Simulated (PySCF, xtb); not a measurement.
Si(H)(Cl)(NH2)2 (ClH5N2Si), SMILES N[SiH](N)Cl.

GFN2-xTB (xtb 6.7.1) at its own geometry gives an orbital gap of 6.61 eV and a dipole moment of 2.59 D.

Coordinates come from a PBE0-D3(BJ)/def2-SVP optimisation. Other conformers were not sampled.

Question: What does HF/def2-TZVP run with PySCF give? (Estimate from the structure and the level; the computed values follow.)

Answer: gap 14.83 eV (levels -11.29 and 3.53 eV), dipole 2.15 D.
